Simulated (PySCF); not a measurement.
Compound: C6H14N2.
Atom-mapped SMILES: `[CH2:1]=[CH:2][N:3]([CH3:4])[N:5]([CH3:6])[CH2:7][CH3:8]` (hydrogens: H9, H10 on C1; H11 on C2; H12, H13, H14 on C4; H15, H16, H17 on C6; H18, H19 on C7; H20, H21, H22 on C8)

All values: PBE0/pcSseg-1 (PySCF, non-relativistic), on one gas-phase PBE0-D3(BJ)/def2-SVP geometry that isn't relaxed in the solvent. The solvent is an IEF-PCM continuum (Bondi radii, 1.10 Å for H, scaled by 1.2). Specific hydrogen bonds and non-electrostatic terms are outside this model.

Gas phase at PBE0/pcSseg-1: HOMO -5.63 eV, LUMO 1.16 eV, dipole 2.03 D.

Q: What does the continuum do to the energy, the frontier levels and the dipole at PBE0/pcSseg-1 in chloroform?

A: 
```json
{"solvent": "chloroform", "ε": "4.711", "E(solvent) − E(gas) (kcal/mol)": "-2.63", "polarisation term (kcal/mol)": "-2.89", "distortion of the solute (kcal/mol)": "0.26", "HOMO (eV)": "-5.72", "LUMO (eV)": "1.07", "dipole (D)": "2.59"}
```

Polarisation term: ½ Σ q·V over the induced surface charges. Distortion: the rise of the solute's own energy as its density leaves the gas-phase optimum.

Q: Which radius a makes the point-dipole formula ΔE = −[(ε − 1)/(2ε + 1)]·μ²/a³ give the value in chloroform, with the gas-phase dipole?

A: μ = 0.798 au and |ΔE| = 0.00420 Eh give a = 2.00 Å; the farthest nucleus lies 3.89 Å from the centroid of the nuclei, so such a sphere wouldn't even hold the nuclei. The formula assumes a rigid point dipole at the centre of a sphere.

Q: Which IAO charges (PBE0/pcSseg-1) respond most in chloroform (means over atoms taken as equivalent)?

A: 
```tsv
atoms	environment	gas (e)	solvent (e)	change
C1	terminal =CH2 carbon	-0.440	-0.461	-0.021
N5	hydrazine nitrogen	-0.162	-0.168	-0.006
H18/H19	methylene hydrogen	+0.115	+0.120	+0.005
H12/H13/H14	methyl hydrogen	+0.140	+0.144	+0.004
H9	vinylic hydrogen	+0.135	+0.139	+0.004
C4	N-methyl carbon	-0.317	-0.320	-0.003
H15/H16/H17	methyl hydrogen	+0.133	+0.137	+0.004
C6	N-methyl carbon	-0.309	-0.312	-0.003
```

Q: Which Mayer bond orders change most in chloroform?

A: 
```
  bond  length (Å)    gas  solvent  change
 C2–N3       1.377  1.048    1.061  +0.013
 C1–C2       1.345  1.854    1.842  -0.012
 N3–N5       1.390  1.001    0.994  -0.007
 N3–C4       1.439  0.945    0.941  -0.004
 N5–C7       1.449  0.946    0.942  -0.004
 N5–C6       1.446  0.963    0.960  -0.003
C4–H13       1.099  0.956    0.953  -0.003
C6–H15       1.100  0.961    0.959  -0.002
```

Q: How do the nuclear quadrupole coupling constants eQVzz/h respond in chloroform?

A: 
| nucleus | Q (barn) | gas (MHz) | solvent (MHz) | η gas | η solvent |
| --- | --- | --- | --- | --- | --- |
| 14N at N3 | 0.02044 | -6.76 | -6.63 | 0.33 | 0.33 |
| 14N at N5 | 0.02044 | -7.46 | -7.42 | 0.37 | 0.38 |

Shape of the structure used: `[CH2:1]=[CH:2][N:3]([CH3:4])[N:5]([CH3:6])[CH2:7][CH3:8]`: C1–C2–N3–C4 -6°, C2–N3–N5–C6 95°, N3–N5–C7–C8 56°.
